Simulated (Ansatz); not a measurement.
Mulliken charges of `[OH][SnH]1[NH][SiH2]1` from PBE/def2-TZVPP in Ansatz (PBE0-D4/def2-TZVP geometry).

```
atom   x (Å)   y (Å)   z (Å)  charge (e)
  O1  -1.904   1.559   0.481      -0.503
 Sn2  -0.361   0.942  -0.576       0.739
  N3   0.988  -0.096   0.642      -0.485
 Si4   0.567  -1.350  -0.416       0.181
  H5  -2.347   0.841   0.939       0.175
  H6   0.234   2.426  -1.157      -0.103
  H7   1.635   0.008   1.406       0.130
  H8  -0.277  -2.484   0.057      -0.067
  H9   1.554  -1.893  -1.392      -0.066
```

By hand: the dipole of these point charges (1 e Å = 4.8032 D).

Σ q r = (0.008, -0.096, -0.500) e Å, of length 0.509 e Å = 2.44 D.

How does the dipole of the full density compare? (Best estimate.)

Computed: (0.173, -0.274, -0.027) e Å, 1.56 D; the point charges give 1.56 times that, at 76° from its direction.

Point charges leave out the atoms' own dipoles, such as those of lone pairs, and Mulliken's split depends on the basis, so the two needn't agree.
